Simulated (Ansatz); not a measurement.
Geometry optimisation, RKS PBE/def2-SVP (Ansatz 0.2.0).

input.yaml

```yaml
crystal:
  periodic: [false, false, false]
  atoms:
    - { symbol: Ta, position_ang: [-0.544229, -0.555444, -0.322332] }
    - { symbol: F, position_ang: [2.424237, 0.359805, 0.033447] }
    - { symbol: O, position_ang: [-0.088867, -1.001091, 1.459939] }
    - { symbol: H, position_ang: [0.494954, -0.73106, 2.193918] }
    - { symbol: Cl, position_ang: [-0.208228, 0.163472, -2.542812] }
    - { symbol: Cl, position_ang: [-0.765783, 1.702019, 0.299312] }
    - { symbol: Cl, position_ang: [-2.639283, -1.470547, -0.479659] }
    - { symbol: "N", position_ang: [0.853573, -2.039606, -0.864843] }
    - { symbol: H, position_ang: [1.17611, -2.755156, -0.20461] }
    - { symbol: H, position_ang: [1.079122, -2.274928, -1.836369] }
    - { symbol: H, position_ang: [2.387194, -0.451263, -0.432991] }
basis:
  gaussian: { orbitals: def2-SVP }
hamiltonian:
  xc: pbe
relax:
  f_tol: 0.03
  max_steps: 50
output:
  orbitals: {}
```

Run as:

```bash
$ ansatz run input.yaml --threads 4 --pin off --max-ram 5120MiB --backend cpu --events-out ev --progress --plain --runs-dir out
```

Q: Where does it end, and by what steps?

A: The forces met the threshold. The force dipped under the threshold on the way, but the program's further checks kept it going. After 17 steps the energy has fallen by 1.834 eV; H11 moved furthest, 1.40 Å. Parted: F2–H11 (0.94 → 2.52 Å). Joined: Ta1–F2 (3.13 → 1.92 Å), N8–H11 (2.25 → 1.03 Å).

```
step  energy less start (eV)  largest force component (eV/Å)  accepted
   0                  0.0000                           1.318       yes
   1                 -0.1671                           0.615       yes
   2                 -0.2452                           0.572       yes
   3                 -0.3245                           0.480       yes
   4                 -0.3991                           1.213       yes
   5                 -0.7318                           1.688       yes
   6                 -0.9038                           3.882       yes
   7                 -1.3547                           2.371       yes
   8                 -1.6171                           0.929       yes
   9                 -1.7676                           0.346       yes
  10                 -1.7994                           0.377       yes
  11                 -1.7194                           1.011        no
  12                 -1.8268                           0.240       yes
  13                 -1.8295                           0.216       yes
  14                 -1.8323                           0.183       yes
  15                 -1.8336                           0.038       yes
  16                 -1.8338                           0.028       yes
  17                 -1.8340                           0.023       yes
```

```xyz
11
Properties=species:S:1:pos:R:3
Ta -0.162 -0.086 -0.187
F 1.627 0.578 0.031
O 0.056 -0.781 1.593
H 0.770 -0.623 2.237
Cl 0.103 0.396 -2.512
Cl -1.350 1.834 0.333
Cl -1.935 -1.590 -0.581
N 1.108 -1.980 -0.820
H 0.844 -2.834 -0.309
H 0.997 -2.164 -1.827
H 2.111 -1.803 -0.655
```

Whether the end is a true minimum wasn't checked by a vibrational analysis.

The run took 55 s on 4 threads of Arm Neoverse V2, on a shared host, peak memory 0.24 GiB.
